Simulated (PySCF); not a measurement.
Computed shifts of a molecule CH6OSi2, HF/pcSseg-1 run with PySCF, GIAO, gas phase, atoms alike by connectivity averaged where their shifts nearly agree, in ppm (number of nuclei): ¹³C: 59.8 (1). ²⁹Si: 6.4 (1), -29.4 (1). ¹H: 5.29 (2), 4.62 (2), 4.55 (2). References: ¹³C against TMS (σ = 192.6 ppm); ¹⁷O against H2O (σ = 333.0 ppm); ²⁹Si against TMS (σ = 393.8 ppm); ¹H against TMS (σ = 31.99 ppm), references at their B3LYP-D3(BJ)/def2-TZVP geometries, non-relativistic. Geometry optimised at TPSSh-D3(BJ)/def2-SVP. One conformer was computed; it need not be the lowest.

Q: Identify the compound among the candidates.
A) O=C[SiH2][SiH3]
B) C1O[SiH2][SiH2]1
C) C1[SiH2]O[SiH2]1
D) O=C([SiH3])[SiH3]

A: B, C1O[SiH2][SiH2]1
